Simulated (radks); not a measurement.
Task: Dy2+, configuration [Kr] 4d10 4f10 5s2 5p5.5 6s0.5 (fractional occupations, a model configuration). All-electron calculation, Dirac Kohn-Sham, PBE, spin-unpolarised, spherical densities, finite nucleus; open shells fill j = l - 1/2 first; Fermi nuclear charge, rms radius 5.2218 fm. Program: a radial shooting solver on a logarithmic mesh with Libxc functionals.

Spin-orbit splittings of the eigenvalues, e(l+1/2) - e(l-1/2), with zeta = 2 splitting/(2l+1) and mean radii in bohr:

shell  occ.  splitting (eV)  zeta (eV)  <r> j=l-1/2  <r> j=l+1/2
2p        6           800.2      533.5      0.07437      0.08143
3p        6           166.2      110.8       0.2238       0.2371
3d       10           36.29      14.52       0.2096       0.2138
4p        6               ?          ?       0.5406       0.5712
4d       10           6.712      2.685       0.6040       0.6149
4f       10          0.8843     0.2527       0.8494       0.8659
5p      5.5           4.821      3.214        1.454        1.552
5d        0          0.3649     0.1460        2.354        2.406
6p        0          0.6110     0.4073        3.977        4.173

Estimate the 4p splitting.

Result: 37.09 eV (zeta = 24.73 eV).
